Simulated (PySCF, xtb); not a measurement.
B(NCO)(OH)(OMe) (C2H4BNO3), SMILES COB(N=C=O)O.

The structure is a stationary point at B3LYP-D3(BJ)/def2-SVP. The structure was generated by enumeration, and PubChem lists no compound with its InChIKey, so it may never have been made. The values are those of a single conformer.

Method: C-PCM-PBE0/def2-SVP (PySCF).

The values are the electrostatic part of the solvation free energy, E(continuum) − E(gas) at the gas-phase geometry, in a cavity of scaled van der Waals radii (PySCF's table); cavitation and dispersion terms are not included. In vacuum the orbital gap is 8.80 eV. The dipole moment in vacuum is 2.53 D.

Computed values in water (ε = 78.36), toluene (ε = 2.37), 2-propanol (ε = 19.26):
```json
[
 {"solvent": "water", "ε": "78.36", "ΔG(elec) (kcal/mol)": "-5.6", "dipole (D)": "3.08", "gap (eV)": "8.79"},
 {"solvent": "toluene", "ε": "2.37", "ΔG(elec) (kcal/mol)": "-3.2", "dipole (D)": "2.82", "gap (eV)": "8.80"},
 {"solvent": "2-propanol", "ε": "19.26", "ΔG(elec) (kcal/mol)": "-5.4", "dipole (D)": "3.05", "gap (eV)": "8.79"}
]
```

For comparison, GFN2-xTB/ALPB(water) (xtb, at the GFN2-xTB geometry, all terms of that model) gives -6.1 kcal/mol.
